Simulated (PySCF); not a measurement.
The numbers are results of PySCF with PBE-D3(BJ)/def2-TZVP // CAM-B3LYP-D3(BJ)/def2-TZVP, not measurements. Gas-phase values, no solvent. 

Reference species (SMILES): `[Cl][Ge]([Cl])([Cl])[Cl]` (neutral, multiplicity 1).

```yaml
LUMO: -3.21 eV
S1 oscillator strength: 0.000
HOMO: -8.20 eV
```

After one change: the LUMO rises by 2.00 eV; the S1 oscillator strength rises by 0.013; the HOMO rises by 0.81 eV.

Problem. Name the change that produced these shifts. The new species is one of these.
A. `[Cl][GeH3]`
B. `[Cl][GeH]([Cl])[Cl]`
C. `[Cl][GeH2][Cl]`

Solution. A, `[Cl][GeH3]`
